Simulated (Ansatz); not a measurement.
Reaction (substitution at a C–Si bond): `O[SiH](O)[CH2][GeH3]` + `[SiH3]S` → `[SiH3]S[CH2][GeH3]` + `O[SiH2]O`

Isolated molecules relaxed with PBE0-D4/def2-TZVP in Ansatz; ΔE leaves out vibrations. CBS: MP2 limit from def2 TZ/QZ plus the TZ coupled-cluster correction, frozen cores. DFT in def2-TZVPP. B3LYP here is the variant with VWN-RPA as its local correlation; programs differ in this. For Ge outer-core shells are correlated without core-valence functions, which leaves a few kJ/mol of doubt a bond. Scalar relativity is left out up to krypton. Each species was taken in one conformer, which may not be the lowest.

| level | ΔE (kJ/mol) |
| --- | --- |
| PBE-D4 | 69.1 |
| B3LYP-D4 | 69.8 |
| ωB97X-V | 72.4 |
| ωB97M-V | 75.6 |
| B2PLYP | 70.3 |
| HF/def2-TZVPP | 71.9 |
| MP2/def2-QZVPP | 70.1 |
| MP2/CBS(def2) | 69.3 |

Question: What does CCSD(T)/CBS give? (Best estimate.)

Answer: Computed: +71.7 kJ/mol. The listed levels differ from it by -2.6, -1.9, 0.7, 3.9, -1.4, 0.2, -1.6, -2.4 kJ/mol.

Largest T1 diagnostic among the species: 0.011.

From PBE to PBE0 (25 % exact exchange), in def2-TZVPP and without D4, ΔE moves by +3.5 kJ/mol.
